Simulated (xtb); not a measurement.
A geometry relaxed with GFN2-xTB (xtb), charge 0, multiplicity 1:

```xyz
22

C     -0.7138     1.3022     0.9187
O     -2.8330     0.6152     0.4666
C      1.6232     0.6054     0.4016
C      3.0036     0.7690     0.4978
C     -1.5114     0.3488     0.2634
C      0.6562     1.4149     0.9795
H     -1.8814    -1.3565    -0.9227
C      0.1907    -1.1480    -0.8042
C      2.6664    -1.0748    -0.7854
H      1.0362     2.2501     1.5577
H      0.2619    -2.0354    -1.4247
H      2.8526    -1.9417    -1.3932
C      1.3984    -0.5938    -0.4330
C     -3.8335    -0.2010    -0.0903
H     -1.2953     2.0472     1.4465
H      3.5006     1.5535     1.0391
H      4.6934    -0.3742    -0.3226
C     -1.0998    -0.7396    -0.5021
H     -4.7761     0.2408     0.2306
H     -3.7937    -0.2041    -1.1842
H     -3.7745    -1.2284     0.2828
C      3.6293    -0.2497    -0.2218
```

### Question
Write the SMILES of this molecule.

### Answer
`COc1ccc2cccc-2cc1`
